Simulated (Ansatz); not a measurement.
System: C₃H₇O, net charge 1, singlet state. It need not be the lowest isomer of its formula. 
Structure (B3LYP-D3(BJ)/def2-TZVP (Ansatz, a first-principles code) minimum search):
SMILES: C[C@H]1C[OH+]1
```xyz
11

C     -1.5424     0.1497    -0.0617
C     -0.2127    -0.4833    -0.2233
C      0.9797     0.2386    -0.6510
O      0.8945    -0.0596     0.8294
H     -2.0888    -0.2847     0.7754
H     -2.1121    -0.0701    -0.9707
H     -1.4843     1.2343     0.0398
H     -0.1651    -1.5650    -0.2562
H      0.9113     1.2968    -0.8715
H      1.8227    -0.2912    -1.0729
H      0.6132     0.7268     1.3363
```
Charge +1, spin multiplicity 1.

Question: Give the harmonic wavenumbers at B3LYP-D3(BJ)/def2-TZVP (Ansatz, finite differences of forces, unscaled).

Answer: 228, 328, 385, 499, 763, 856, 888, 945, 998, 1056, 1146, 1208, 1229, 1232, 1292, 1413, 1431, 1468, 1495, 1517, 3036, 3098, 3132, 3150, 3195, 3256, 3651 cm⁻¹. Zero-point energy 61.3 kcal/mol.

Question: From these and the geometry, give the ideal-gas thermochemistry at 298.15 K and 1 atm (rigid rotor, harmonic oscillator).

Answer: Point group C1, rotational symmetry number 1. Rotational constants 15.86, 6.353, 5.54 GHz. S(trans) 38.15, S(rot) 23.87, S(vib) 5.94, S(elec, spin only) 0.00, S 68.0 cal/(mol K). H(298) - H(0) 3.55 kcal/mol; G - E(el) 44.6 kcal/mol.
